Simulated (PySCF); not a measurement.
A structure optimised at B3LYP-D3(BJ)/def2-SVP, used in a PySCF frequency run:

```
Sb
F 1 1.9537
O 1 1.9773 2 96.69
H 3 0.9704 1 112.98 2 -58.62
O 1 1.9842 2 91.18 3 -99.11
H 5 0.9712 1 109.84 2 9.94
```
Charge 0, spin multiplicity 1.

Question: Write its SMILES and formula.

Answer: [OH][Sb]([OH])[F], FH₂O₂Sb

Question: What are its rotational constants (standard atomic weights)?

Answer: 4.5042, 4.1266, 3.3539 GHz
